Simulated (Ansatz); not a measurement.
CH7AlBNSi (`B/C=[N]\[AlH][SiH3]`), relaxed with RKS PBE0-D4/def2-TZVP in Ansatz from a PBE-D4/def2-SVP geometry. The force threshold is 0.005 eV/Å; the program also tests the step.

Charge 0, multiplicity 1.

Start:

```xyz
12

B     0.047    1.158    1.341
C    -0.346    2.282    0.338
N    -0.865    1.254   -0.196
Al   -0.941   -0.594    0.052
Si    0.790   -1.777   -1.209
H    -0.669    0.955    2.308
H     1.142    0.630    1.197
H    -0.361    3.326   -0.027
H    -2.327   -1.107    0.644
H     1.413   -2.865   -0.369
H     1.882   -0.828   -1.630
H     0.235   -2.434   -2.449
```

| step | energy (eV) | largest force (eV/Å) | largest move (Å) |
| --- | --- | --- | --- |
| 1 | -17782.2162 | 0.785 | 0.000 |
| 2 | -17782.2590 | 0.297 | 0.026 |
| 3 | -17782.2654 | 0.193 | 0.022 |
| 4 | -17782.2669 | 0.093 | 0.011 |
| 5 | -17782.2681 | 0.053 | 0.013 |
| 6 | -17782.2686 | 0.022 | 0.015 |
| 7 | -17782.2686 | 0.014 | 0.004 |
| 8 | -17782.2687 | 0.017 | 0.010 |
| 9 | -17782.2687 | 0.005 | 0.002 |
| 10 | -17782.2687 | 0.002 | 0.001 |

End:

```xyz
12

B     0.048    1.168    1.354
C    -0.340    2.262    0.341
N    -0.854    1.233   -0.154
Al   -0.950   -0.584    0.020
Si    0.787   -1.771   -1.217
H    -0.646    0.993    2.317
H     1.122    0.639    1.221
H    -0.365    3.277   -0.047
H    -2.312   -1.111    0.618
H     1.399   -2.839   -0.376
H     1.868   -0.838   -1.638
H     0.243   -2.428   -2.439
```

It took 41 s on 4 threads of an Arm Neoverse V1 on a shared host, with 0.57 GiB of host memory at the peak.
